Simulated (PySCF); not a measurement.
CH6O3Si, SMILES C[Si](O)(O)O (connectivity only; charge and spin as stated), charge -1, multiplicity 2. Atoms are numbered in the order given.

```xyz
11

O     -1.7980     0.5092     0.0000
Si     0.0140     0.2637     0.0000
O     -0.0412    -0.7237     1.4263
O     -0.0412    -0.7237    -1.4263
C      1.9536     0.4300     0.0000
H     -1.9429     1.4657     0.0000
H     -0.9706    -0.7936     1.6813
H     -0.9706    -0.7936    -1.6813
H      2.3035     0.9695    -0.8947
H      2.3035     0.9695     0.8947
H      2.4030    -0.5841     0.0000
```
Charge -1, spin multiplicity 2.

Geometry: TPSSh-D3(BJ)/def2-SVPD. Other conformers were not sampled.

These are SMD-B3LYP/def2-SVPD run with PySCF values and carry that method's errors.

Solvation free energies are E(SMD) − E(gas) at the gas-phase geometry, for 1 M in both phases.

**Question.** Estimate the solvation free energies in water, ethanol, dimethylsulfoxide. (The exact figures need the calculation; the answer reports its results.)

**Answer.** 
```csv
solvent,ΔG(solv) (kcal/mol),its non-electrostatic (CDS) part
water,-57.7,3.0
ethanol,-56.0,1.5
dimethylsulfoxide,-50.1,-1.6
```
